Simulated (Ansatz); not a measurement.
Computed with Ansatz on PBE0-D4/def2-TZVP structures; ΔE is electronic, products minus reactants. CCSD(T)/CBS adds triple-zeta CCSD(T) − MP2 to the extrapolated MP2 energy (def2 sets, frozen cores). Functionals use def2-TZVPP. For Se outer-core shells are correlated without core-valence functions, which leaves a few kJ/mol of doubt a bond. Scalar relativity is left out up to krypton. Each species was taken in one conformer, which may not be the lowest.

Reaction (redistribution): `BSC(=C)Cl` + `[SiH3][SeH]` → `B[SeH]` + `C=C(Cl)S[SiH3]`

`BSC(=C)Cl`:

```xyz
9

B    -1.030    0.994   -1.599
S     0.476    0.737   -0.738
C     0.227   -0.413    0.582
C     1.253   -0.727    1.364
Cl   -1.323   -1.106    0.834
H    -0.920    1.764   -2.502
H    -2.048    0.457   -1.311
H     2.223   -0.279    1.190
H     1.141   -1.427    2.180
```

`[SiH3][SeH]`:

```xyz
6

Si   -0.021   -0.282   -0.501
Se    0.351   -0.008    1.730
H    -1.445   -0.047   -0.848
H     0.341   -1.693   -0.776
H     0.830    0.627   -1.308
H    -0.056    1.404    1.704
```

`B[SeH]`:

Cartesian coordinates in Å:
```
B -0.556 0.089 0.300
Se 1.334 -0.076 0.225
H -1.218 0.000 -0.683
H -1.015 0.285 1.381
H 1.455 -0.298 -1.223
```

`C=C(Cl)S[SiH3]`:

Z-matrix (Å, degrees):
```
Si
S 1 2.148
H 1 1.484 2 102.5
H 1 1.483 2 110.5 3 -118.2
H 1 1.481 2 112.5 3 117.9
C 2 1.758 1 101.8 3 167.1
Cl 6 1.734 2 117.2 1 44.3
C 6 1.326 2 122.4 1 -139.0
H 8 1.082 6 121.1 2 -174.4
H 8 1.082 6 119.9 2 5.0
```

Task: Is it downhill or uphill in electronic energy at CCSD(T)/CBS, and by how much? (Best estimate.)

Result: Ansatz gave: Uphill: ΔE = +0.10 eV.

Task: What do these levels give: PBE0-D4, ωB97X-V, SCS-MP2/def2-TZVPP, CCSD(T)/def2-TZVPP, HF/CBS(def2), CCSD/CBS(def2)? (Estimate.)

Result: Ansatz gave: PBE0-D4 0.14, ωB97X-V 0.12, SCS-MP2/def2-TZVPP 0.09, CCSD(T)/def2-TZVPP 0.09, HF/CBS(def2) 0.14, CCSD/CBS(def2) 0.10 eV.

Largest T1 diagnostic among the species: 0.014.

In def2-TZVPP, CCSD(T) changes the Hartree–Fock value by −0.04 eV (the triples alone add −0.00 eV) and MP2 by −0.04 eV. The D4 term adds −0.03 eV with B3LYP and −0.02 eV with PBE0; it sums over pairs of atoms, weighted by their polarisabilities, and B3LYP, whose exchange is more repulsive, gets the larger term.

B3LYP here is the variant with VWN-RPA as its local correlation; programs differ in this.
